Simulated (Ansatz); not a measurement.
Ansatz (a program for electronic structure) input (CCSD(T)/cc-pVTZ):

Ansatz 0.2 input:
```yaml
crystal:
  periodic: [false, false, false]
  atoms:
    - {symbol: C, position_ang: [-1.89370699, 0.15571422, 0.00085858]}
    - {symbol: C, position_ang: [-1.22772314, -1.21594599, 0.12336796]}
    - {symbol: C, position_ang: [0.19063585, -1.09679623, 0.68215575]}
    - {symbol: C, position_ang: [1.04963621, -0.14779298, -0.15163019]}
    - {symbol: C, position_ang: [0.38082026, 1.22131661, -0.26077223]}
    - {symbol: C, position_ang: [-1.03638803, 1.11619249, -0.82526517]}
    - {symbol: N, position_ang: [2.36750299, -0.00289032, 0.47040927]}
    - {symbol: H, position_ang: [-2.03821199, 0.57506968, 1.00266436]}
    - {symbol: H, position_ang: [-2.88699252, 0.05631110, -0.44385731]}
    - {symbol: H, position_ang: [-1.82579518, -1.87320496, 0.75896459]}
    - {symbol: H, position_ang: [-1.19134298, -1.68745777, -0.86507647]}
    - {symbol: H, position_ang: [0.66532741, -2.08211972, 0.72599368]}
    - {symbol: H, position_ang: [0.16001941, -0.71462580, 1.70746946]}
    - {symbol: H, position_ang: [1.11422539, -0.56735000, -1.17005014]}
    - {symbol: H, position_ang: [0.35543965, 1.66730527, 0.73858244]}
    - {symbol: H, position_ang: [0.99048404, 1.88113766, -0.88612210]}
    - {symbol: H, position_ang: [-0.99070436, 0.75807898, -1.85983608]}
    - {symbol: H, position_ang: [-1.49939617, 2.10519549, -0.85931086]}
    - {symbol: H, position_ang: [2.95920192, 0.60628434, -0.08374542]}
    - {symbol: H, position_ang: [2.83557945, -0.90052072, 0.52917067]}
basis:
  gaussian:
    orbitals: cc-pVTZ
magnetization: {spin_polarized: false}
correlation: {method: ccsd_t, electrons: outside_noble_gas}
```

Output:

```
Functional definition: HF
integrals: 5.96 GiB planned
2218 factors; integrals over basis functions are off by at most 1.2e-3 eV
2.53 GiB of device memory are held for the factors and their scratch space
mean field: 2.79 GiB planned
mean field evaluation 1: about -7866.9464 eV, gradient 4.7e1 eV
mean field evaluation 2: about -7867.3052 eV, gradient 4.7e1 eV
mean field evaluation 4: about -7873.0773 eV, gradient 5.5e0 eV
mean field evaluation 8: about -7873.1724 eV, gradient 2.8e-1 eV
mean field evaluation 16: about -7866.9428 eV, gradient 4.7e1 eV
mean field -7873.17262717 eV, -289.3337574205 hartree, gradient 2.4e-6 eV, S^2 0.000000; 0 other end points of the search recorded, 0 dependent functions left out
7 core orbitals not correlated
reference -7873.17262717 eV, -289.3337574205 hartree; 21, 21 occupied and 364, 364 virtual orbitals, 2218 factors
second order -34.13053342 eV of doubles, -0.00000000 eV of singles
coupled cluster: 41.02 GiB planned
cycle   1  -34.93118816 eV  change   -8.0e-1 eV  update   1.1e-1
cycle   2  -35.72558559 eV  change   -7.9e-1 eV  update   2.9e-2
cycle   3  -35.84338074 eV  change   -1.2e-1 eV  update   1.2e-2
cycle   4  -35.83865895 eV  change    4.7e-3 eV  update   2.6e-3
cycle   5  -35.83991563 eV  change   -1.3e-3 eV  update   9.9e-4
cycle   6  -35.84028510 eV  change   -3.7e-4 eV  update   2.8e-4
cycle   7  -35.84016683 eV  change    1.2e-4 eV  update   1.2e-4
cycle   8  -35.84015115 eV  change    1.6e-5 eV  update   4.8e-5
perturbative correction -1.47876624 eV, -0.0543436569 hartree
Total energy: -7910.49154456 eV, -290.7052023390 hartree
```
